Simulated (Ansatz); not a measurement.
Au₂H₆S₂Si₃, SMILES [Au][S][SiH2][SiH2][SiH2][S][Au], multiplicity 1. Atoms are numbered in the order given.

```xyz
13

Au     2.7092     1.0127    -2.2397
S      0.6277     1.5758    -1.4513
Si     1.1004     2.3022     0.5318
Si    -1.0465     2.7177     1.4050
Si    -2.2846     0.7472     1.0466
S     -0.9637    -0.7515     1.8791
Au    -2.0953    -2.6859     1.3804
H      1.9446     3.5323     0.4999
H      1.7914     1.2823     1.3696
H     -0.9666     3.0265     2.8651
H     -1.6834     3.8712     0.6999
H     -3.6095     0.7806     1.7325
H     -2.5183     0.5628    -0.4132
```

Geometry: B3LYP-D3(BJ)/def2-SVP. The spin state was assumed, not searched. The def2 effective core potentials stand for the cores of Au; spin–orbit coupling is left out. One conformer was computed; it need not be the lowest.

Two levels are set side by side: PBE-D3(BJ)/def2-SVP (Ansatz, a program for electronic structure) and B3LYP-D3(BJ)/def2-SVP (Ansatz). Each level has its own optimised geometry; the coordinates shown are those of the second. Differences are taken from unrounded values.

```
quantity              B3LYP-D3(BJ)  PBE-D3(BJ)  PBE-D3(BJ) minus B3LYP-D3(BJ)
--------------------  ------------  ----------  -----------------------------
mean bond length (Å)         1.882       1.887                          0.005
bond Au1–S2 (Å)              2.296       2.275                         -0.021
bond S2–Si3 (Å)              2.164       2.167                          0.003
bond Si3–Si4 (Å)             2.355       2.360                          0.005
bond Si4–Si5 (Å)             2.355       2.360                          0.005
bond Si5–S6 (Å)              2.164       2.167                          0.003
bond S6–Au7 (Å)              2.296       2.275                         -0.021
bond Si3–H8 (Å)              1.492       1.506                          0.014
bond Si3–H9 (Å)              1.490       1.504                          0.014
bond Si4–H10 (Å)             1.494       1.507                          0.013
bond Si4–H11 (Å)             1.494       1.507                          0.013
bond Si5–H12 (Å)             1.492       1.506                          0.014
bond Si5–H13 (Å)             1.490       1.504                          0.014
```

On these quantities the two levels nearly agree.
